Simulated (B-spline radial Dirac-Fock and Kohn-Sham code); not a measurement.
Auger parameter of samarium: the M5 level and its strongest M5-NN line

Model: Dirac-Fock ΔSCF + Breit + QED. Program: a radial finite-basis atomic code. The modified Auger parameter α′ is the binding energy plus the kinetic energy of the Auger electron; it does not depend on the energy zero. For free ions it tends to fall with charge, since less charge screens the final holes.

```
            species          configuration  binding 3d5/2 (eV)  Auger line  kinetic (eV)  α′ (eV)
                 Sm           [Xe] 4f6 6s2              1084.2    N5N5 J=4         791.9   1876.1
                Sm⁺           [Xe] 4f6 6s1              1090.9    N5N5 J=4         784.0   1874.9
   Sm⁺ (Watson 2 Å)           [Xe] 4f6 6s1              1084.3    N5N5 J=4         790.9   1875.2
               Sm²⁺               [Xe] 4f6              1098.6    N5N5 J=4         775.2   1873.8
  Sm²⁺ (Watson 3 Å)               [Xe] 4f6              1089.0    N5N5 J=4         784.8   1873.8
               Sm³⁺               [Xe] 4f5              1120.1    N5N5 J=4         755.6   1875.7
               Sm³⁺           [Xe] 4f3 6s2              1150.4    N5N5 J=4         735.0   1885.4
Sm³⁺ (Watson 1.6 Å)               [Xe] 4f5              1093.3    N5N5 J=4         782.5   1875.8
               Sm⁴⁺               [Xe] 4f4              1144.4    N5N5 J=4         734.9   1879.3
               Sm⁵⁺               [Xe] 4f3              1171.1    N5N5 J=4         713.3   1884.4
               Sm⁶⁺  [Kr] 4d10 4f4 5s2 5p4              1179.6    N5N5 J=4         700.0   1879.6
               Sm⁷⁺  [Kr] 4d10 4f4 5s2 5p3              1198.4    N5N5 J=4         681.8   1880.2
```

Values without a named source are computed, but for edge energies of neutral atoms, which are taken from tables.
